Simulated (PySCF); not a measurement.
**How methods differ on the ionisation energy of Er⁺**

Er⁺ [Xe] 4f12 6s1 (high-spin determinant) → Er²⁺ [Xe] 4f12 (high-spin determinant), as a difference of total energies. Computed with PySCF 2.14 in cc-pVDZ-X2C, with scalar relativity by spin-free X2C-1e. Correlated levels: valence: [Kr] 4d10 frozen; valence and next inner shell: [Ar] 3d10 frozen. The calculations carry no spin-orbit coupling.

```json
{"method": "UHF", "ionisation energy (eV)": "11.038", "difference from reference (eV)": "-0.878"}
{"method": "LDA", "ionisation energy (eV)": "12.349", "difference from reference (eV)": "+0.433"}
{"method": "PBE", "ionisation energy (eV)": "12.138", "difference from reference (eV)": "+0.222"}
{"method": "PBE0", "ionisation energy (eV)": "11.891", "difference from reference (eV)": "-0.025"}
{"method": "r2SCAN", "ionisation energy (eV)": "11.895", "difference from reference (eV)": "-0.021"}
{"method": "MP2 (valence)", "ionisation energy (eV)": "11.799", "difference from reference (eV)": "-0.117"}
{"method": "SCS-MP2 (valence)", "ionisation energy (eV)": "11.646", "difference from reference (eV)": "-0.270"}
{"method": "MP2 (valence and next inner shell)", "ionisation energy (eV)": "11.829", "difference from reference (eV)": "-0.087"}
{"method": "SCS-MP2 (valence and next inner shell)", "ionisation energy (eV)": "11.675", "difference from reference (eV)": "-0.241"}
```

Reference: 11.916 ± 0.02 eV (semi-empirical (NIST evaluation); NIST Atomic Spectra Database, ionization energies).

Errors of the correlated levels include the incompleteness of this basis and the frozen core.

The determinant of Er²⁺ and of Er⁺ mixes LS terms, which raises its energy above the lowest term, most at the Hartree-Fock and MP2 levels.
